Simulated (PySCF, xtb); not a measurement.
Te(OH)(SH) (H2OSTe), SMILES S[Te]O.

GFN2-xTB in xtb at its own geometry gives an orbital gap of 3.75 eV and a dipole moment of 1.35 D.

Coordinates come from a B3LYP-D3(BJ)/def2-TZVP optimisation. The def2 effective core potentials stand for the cores of Te; spin–orbit coupling is left out. Other conformers were not sampled.

Question: What does r2SCAN/def2-TZVPD run with PySCF give? (An estimate is asked for; the answer gives what the named calculation found.)

Answer: gap 3.33 eV (levels -5.68 and -2.35 eV), dipole 0.67 D.
